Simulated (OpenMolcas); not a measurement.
**What dynamic correlation does to the levels of Cl**

```yaml
Program: OpenMolcas
Basis: ANO-R3 [6s5p4d3f1g]
Scalar_Hamiltonian: X2C, finite nucleus
Active_space: 5 electrons in 9 orbitals (RAS2 3p; RAS3 3d 4s, at most 1 electron)
State_averaging: 2S+1 = 2 odd, 3 roots; 2S+1 = 4 even, 3 roots; 2S+1 = 2 even, 8 roots
Spin-orbit_coupling: RASSI with atomic mean-field integrals over the reference wave functions, term energies averaged over their components
```

Methods on the same reference wave functions:
A. RASSCF
B. SS-RASPT2, IPEA 0.25 Eh, imaginary shift 0.1 Eh (closed shells correlated: 2s 2p 3s)

Energies in cm-1 above 3s2 3p5 2P* 3/2, the measured ground level; measured values from NIST Handbook of Basic Atomic Spectroscopic Data.

| Level | A | B | Measured |
| --- | --- | --- | --- |
| 3s2 3p5 2P* 3/2 | 0.0 | 0.0 | 0.0 |
| 3s2 3p5 2P* 1/2 | 823 | 823 | 882 |
| 3s2 3p4 4s 4P 5/2 | 70745 | 61790 | 71958 |
| 3s2 3p4 4s 4P 3/2 | 71258 | 62300 | 72489 |
| 3s2 3p4 4s 4P 1/2 | 71580 | 62620 | 72827 |
| 3s2 3p4 4s 2P 3/2 | 75135 | 65210 | 74226 |
| 3s2 3p4 4s 2P 1/2 | 75765 | 65840 | 74866 |

Deviations, from unrounded energies. A percentage is the sum of absolute deviations over the sum of measured energies, with the sign that they share, or ± where signs differ.

| Against measurement | Levels | A | B |
| --- | --- | --- | --- |
| mean absolute deviation (cm-1) | 6 | 930 | 8100 |
| fine structure of the ground term (%) | 1 | -6.7 | -6.7 |
| other configurations (%) | 5 | ±1.5 | -13.3 |

A lies closest to measurement on these levels. The largest miss of A in the table is 3s2 3p4 4s 4P 1/2, by -1200 cm-1. The ranking rests on the paired levels alone, and a cruder setting can come out closer through cancelling errors.

The lowest spin-free term lies below A's lowest term by 0.401 hartree in B.

ANO sets are built for valence states and can reach diffuse excited orbitals poorly, and with the s shell closed the s pⁿ⁺¹ terms that mix with these levels are absent. Without dynamic correlation excited terms often stand tens of per cent too high (terms of higher spin than the ground term too low), and those without a measured partner can miss by more than the paired ones (holds for A). Measured partners are found by configuration, term and J. A level has none where our copy of the source lacks it or the pairing is in doubt (some pairs that miss far off the trend of their configuration count as doubtful), and it then counts in no deviation. Only configurations of the active space appear. Levels that lie high or do not pair safely by name in every column are left out.

* marks odd parity.
